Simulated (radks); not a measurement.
Q: Tc10.8+, configuration 1s1.2 2s2 2p6 3s2 3p6 3d10 4s2 4p3 (fractional occupations, a model configuration). Method: Dirac Kohn-Sham, PBEsol, spin-unpolarised, spherical densities, finite nucleus; open shells are shared between the two j in proportion to 2j + 1; Fermi nuclear charge, rms radius 4.4112 fm; computed with a radial shooting solver on a logarithmic mesh with Libxc functionals. Some entries of the table are withheld. Estimate them.

| orbital | occ. | eigenvalue (hartree) | <r^2> (bohr^2) | <r> (bohr) |
|---|---|---|---|---|
| 1s1/2 | 1.2 | -789.9976 | 0.001567 | (1) |
| 2s1/2 | 2 | -121.0779 | 0.02561 | 0.1472 |
| 2p1/2 | 2 | (2) | 0.01905 | 0.1246 |
| 2p3/2 | 4 | (3) | 0.02037 | 0.1293 |
| 3s1/2 | 2 | -27.58166 | 0.1886 | 0.4059 |
| 3p1/2 | 2 | (4) | 0.1830 | 0.3967 |
| 3p3/2 | 4 | (5) | 0.1923 | 0.4069 |
| 3d3/2 | 4 | (6) | 0.1727 | 0.3802 |
| 3d5/2 | 6 | (7) | 0.1756 | 0.3836 |
| 4s1/2 | 2 | (8) | 0.9916 | 0.9400 |
| 4p1/2 | 1 | -8.52014 | 1.074 | 0.9758 |
| 4p3/2 | 2 | -8.35493 | 1.114 | 0.9937 |

A: 
(1) 1s1/2 <r> (bohr): 0.03409
(2) 2p1/2 eigenvalue (hartree): -113.4717
(3) 2p3/2 eigenvalue (hartree): -108.8560
(4) 3p1/2 eigenvalue (hartree): -24.40640
(5) 3p3/2 eigenvalue (hartree): -23.61644
(6) 3d3/2 eigenvalue (hartree): -17.70792
(7) 3d5/2 eigenvalue (hartree): -17.54913
(8) 4s1/2 eigenvalue (hartree): -9.59916
